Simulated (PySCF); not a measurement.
Electron correlation in Se²⁺ (selenium, charge +2)

[Ar] 3d10 4s2 4p2, high-spin 3P determinant. Calculation: PySCF 2.14, in Sapporo-DKH3-DZP-2012; the spin-free X2C one-electron Hamiltonian (Gaussian nucleus). Frozen: [Ar] 3d10; 4 electrons correlated.

MP2 pair energies summed by pair of shells (mhartree):

```json
{"pair": "4s-4p", "energy": "-27.30", "share (%)": "61.6"}
{"pair": "4s-4s", "energy": "-12.40", "share (%)": "28.0"}
{"pair": "4p-4p", "energy": "-4.64", "share (%)": "10.5"}
```

Total MP2 correlation energy: -44.34 mhartree.

Same-spin part -7.29 and opposite-spin part -37.05 mhartree; SCS-MP2 scales them by 1/3 and 6/5 to -46.89 mhartree.

```csv
level,correlation energy (mhartree)
CCSD,-60.59
(T),-0.64
CCSD(T),-61.23
```

Diagnostics: T1 = 0.0059, D1 = 0.0166, largest double amplitude 0.094.

Cost of the coupled-cluster step: 0.6 s of wall time on 1 thread of Neoverse-N1 (shared host), for 4 correlated electrons.

Iterations:

```
CC2 = 0
CCSD nocc = (np.int64(3), np.int64(1)), nmo = (29, 29)
frozen orbitals [[0, 1, 2, 3, 4, 5, 6, 7, 8, 9, 10, 11, 12, 13], [0, 1, 2, 3, 4, 5, 6, 7, 8, 9, 10, 11, 12, 13]]
max_cycle = 100
direct = 0
conv_tol = 1e-08
conv_tol_normt = 1e-06
diis_space = 8
diis_start_cycle = 0
Init t2, MP2 energy = -0.0443445618030175
Init E_corr(UCCSD) = -0.0443445618044904
cycle = 1  E_corr(UCCSD) = -0.0556379073951237  dE = -0.0112933456  norm(t1,t2) = 0.0427815
cycle = 2  E_corr(UCCSD) = -0.0588755765096916  dE = -0.00323766911  norm(t1,t2) = 0.0152201
cycle = 3  E_corr(UCCSD) = -0.0605948601821488  dE = -0.00171928367  norm(t1,t2) = 0.00632928
cycle = 4  E_corr(UCCSD) = -0.0605823278556864  dE = 1.25323265e-05  norm(t1,t2) = 0.000951401
cycle = 5  E_corr(UCCSD) = -0.0605902549303743  dE = -7.92707469e-06  norm(t1,t2) = 0.000118645
cycle = 6  E_corr(UCCSD) = -0.0605877923809125  dE = 2.46254946e-06  norm(t1,t2) = 1.463e-05
cycle = 7  E_corr(UCCSD) = -0.0605886058046369  dE = -8.13423724e-07  norm(t1,t2) = 2.38302e-06
cycle = 8  E_corr(UCCSD) = -0.0605883992664086  dE = 2.06538228e-07  norm(t1,t2) = 6.01052e-07
cycle = 9  E_corr(UCCSD) = -0.0605884113318662  dE = -1.20654576e-08  norm(t1,t2) = 9.69522e-08
cycle = 10  E_corr(UCCSD) = -0.0605884260402972  dE = -1.47084309e-08  norm(t1,t2) = 5.41729e-08
cycle = 11  E_corr(UCCSD) = -0.0605884253184785  dE = 7.2181866e-10  norm(t1,t2) = 9.42154e-09
UCCSD converged
E(UCCSD) = -2426.991215217757  E_corr = -0.06058842531847851
UCCSD(T) correction = -0.000642416056779134
```
